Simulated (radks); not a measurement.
Valence configurations of the iodine ion I2+ (all share [Kr]). Calculated with a radial shooting solver on a logarithmic mesh with Libxc functionals: Dirac Kohn-Sham, PBE, spin-unpolarised, spherical densities, finite nucleus; open shells are shared between the two j in proportion to 2j + 1; Fermi nuclear charge, rms radius 4.75 fm. Energies are relative to 4d10 5s2 5p3; eigenvalues in eV.

valence           E (eV)  e(4d3/2)  e(4d5/2)  e(5p1/2)  e(5p3/2)  e(5s1/2)
4d10 5s2 5p3       0.000   -71.560   -69.839   -25.367   -24.075   -35.979
4d10 5s1.5 5p3.5   5.753   -72.222   -70.499   -25.691   -24.384   -36.359
4d10 5s1 5p4      11.539   -72.875   -71.150   -26.009   -24.687   -36.731
4d10 5p5          23.206   -74.159   -72.428   -26.627   -25.277         -
4d9.5 5s2 5p3.5   23.666   -75.102   -73.346   -26.312   -24.947   -37.219
4d9 5s2 5p4       48.648   -78.634   -76.843   -27.237   -25.800   -38.433
4d8 5s2 5p5       102.57   -85.676   -83.813   -29.040   -27.456   -40.793
4d8 5s1 5p6       115.44   -86.866   -84.999   -29.609   -27.998   -41.456
4d7.5 5s2 5p5.5   131.52   -89.187   -87.288   -29.921   -28.264   -41.942
4d7 5s2 5p6       161.80   -92.692   -90.758   -30.790   -29.060   -43.074

NIST lists [Kr] 4d10 5s2 5p3 as the ground configuration; this level of theory agrees among the configurations tried. The energies are those of spherical spin-averaged densities, not of single terms.
